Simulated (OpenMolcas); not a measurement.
**Ag3+: effect of correlating more closed shells**

```
Program             : OpenMolcas
Basis               : ANO-R1 [6s4p3d1f]
Scalar Hamiltonian  : X2C, finite nucleus
Active space        : 8 electrons in 5 orbitals (4d)
State averaging     : 2S+1 = 3 even, 10 roots; 2S+1 = 1 even, 15 roots
Spin-orbit coupling : state interaction with AMFI integrals over the reference wave functions, term energies averaged over their components
```

Methods on the same reference wave functions:
A. CASSCF
B. SS-CASPT2, IPEA 0.25 Eh, imaginary shift 0.1 Eh (closed shells correlated: none)
C. SS-CASPT2, IPEA 0.25 Eh, imaginary shift 0.1 Eh (closed shells correlated: 4s 4p)

Energies in cm-1 above 4d8 3F4, the measured ground level; measured values from the list in Gamrath, thesis, University of Mons (2023).

```csv
Level,A,B,C,Measured
4d8 3F4,0.0,0.0,0.0,0.0
4d8 3F3,4219,4220,4230,4172
4d8 3F2,6235,6090,5920,5830
4d8 3P1,19686,18000,17900,15900
4d8 3P0,19990,18210,18090,16092
4d8 1G4,24001,23620,22270,20570
4d8 1S0,55448,49770,48940,47139
```

Deviations, from unrounded energies. A percentage is the sum of absolute deviations over the sum of measured energies, with the sign that they share, or ± where signs differ.

```
                        Against measurement  Levels      A     B     C
             mean absolute deviation (cm-1)       6   3300  1700  1300
      fine structure of the ground term (%)       2   +4.5  +3.1  +1.5
other terms of the ground configuration (%)       4  +19.5  +9.9  +7.5
```

C lies closest to measurement on these levels and A furthest from it. The largest miss of C in the table is 4d8 3P0, by +2000 cm-1. The ranking rests on the paired levels alone, and a cruder setting can come out closer through cancelling errors.

Between B and C the level of the table that moves most is 4d8 1G4, by 1400 cm-1 (lowest in C, highest in B). Moves below CASPT2's spread within the term are not significant.

The mean deviations of B to C differ by less than CASPT2's widest spread within a term (590 cm-1), so their order carries little weight.

From A to B the spin-free energies of the other terms of 4d8 shown, above 3F, scale by factors of 0.89 to 0.98.

The lowest spin-free term lies below A's lowest term by 0.172 hartree in B, 0.304 hartree in C.

What an inner shell adds also hangs on whether the basis holds functions to correlate it.

Term energies are means over components that CASPT2 splits; among the terms shown or strongly mixed into the levels shown the widest spread is 590 cm-1 (4d8 1G, C). The basis is small and was not contracted for so high a charge. Without dynamic correlation excited terms often stand tens of per cent too high (terms of higher spin than the ground term too low), and those without a measured partner can miss by more than the paired ones (holds for A). Computed and measured levels are paired by configuration, term and J; levels that our copy of the source lacks, or whose pairing is in doubt (as where it misses far off the trend of its configuration), stay unpaired and out of the deviations. Levels of configurations outside the active space are missing. Levels that lie high or do not pair safely by name in every column are left out.
